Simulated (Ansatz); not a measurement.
Computed with Ansatz on PBE0-D4/def2-TZVP structures; ΔE is electronic, products minus reactants. CCSD(T)/CBS adds triple-zeta CCSD(T) − MP2 to the extrapolated MP2 energy (def2 sets, frozen cores). DFT in def2-TZVPP. Elements past krypton have def2 core potentials. For Au, Br, Hf outer-core shells are correlated without core-valence functions, which leaves a few kJ/mol of doubt a bond. Scalar relativity is left out up to krypton. One conformer a species, not always the lowest.

`[OH][Hf]([OH])([F])[F]` + `[Br][Au]` → `[OH][Hf]([F])([F])[Br]` + `[OH][Au]`  (redistribution)

`[OH][Hf]([OH])([F])[F]`:

Cartesian coordinates in Å:
```
O -1.576 -0.562 -0.264
Hf 0.000 0.354 0.309
O 1.576 -0.337 -0.522
F -0.168 2.213 -0.117
F 0.168 0.180 2.209
H -2.283 -1.088 -0.620
H 2.283 -0.760 -0.996
```

`[Br][Au]`:

Z-matrix (Å, degrees):
```
Br
Au 1 2.350
```

`[OH][Hf]([F])([F])[Br]`:

```xyz
6

O    -0.617    0.871   -0.997
Hf    0.142   -0.338    0.245
F    -1.242   -1.346    1.065
F     1.285   -1.545   -0.672
Br    1.443    0.903    1.997
H    -1.011    1.455   -1.637
```

`[OH][Au]`:

```xyz
3

O    -0.523   -0.185   -0.334
Au    0.385    0.202    1.350
H     0.139   -0.017   -1.015
```

(1) Is it downhill or uphill in electronic energy at CCSD(T)/CBS, and by how much? (Estimate.)

(2) What do these levels give: revPBE-D4, HF/def2-SVP, MP2/def2-SVP, CCSD(T)/def2-SVP, CCSD/def2-TZVPP, SCS-MP2/def2-QZVPP? (An estimate is asked.)

(3) What do rigid-rotor, harmonic-oscillator terms from PBE0-D4/def2-TZVP frequencies (298.15 K, 1 bar) make of the CCSD(T)/CBS value? (An estimate is asked.)

Largest T1 diagnostic among the species: 0.030, so the coupled-cluster value is less sure than usual.

Results:

(1) Ansatz gave: Uphill: ΔE = +135.3 kJ/mol.

(2) Ansatz gave: revPBE-D4 114.8, HF/def2-SVP 184.2, MP2/def2-SVP 142.5, CCSD(T)/def2-SVP 140.6, CCSD/def2-TZVPP 140.0, SCS-MP2/def2-QZVPP 132.8 kJ/mol.

(3) Ansatz gave: ΔZPE = +1.0 kJ/mol, ΔH = +135.2 kJ/mol, ΔS = 7 J/(mol·K), ΔG = +133.0 kJ/mol.

In def2-TZVPP, CCSD(T) changes the Hartree–Fock value by −42.6 kJ/mol (the triples alone add −8.5 kJ/mol) and MP2 by −43.7 kJ/mol. At CCSD(T), def2-SVP lies +5.3 kJ/mol from the extrapolated value and def2-TZVPP −3.7 kJ/mol. Leaving LDA and LC-ωPBE aside and taking each functional with its dispersion term where it has one, the values, not all of them listed here, spread over 38.0 kJ/mol, from revPBE-D4 to BHLYP-D4. LDA lies +6.1 kJ/mol from PBE without D4.
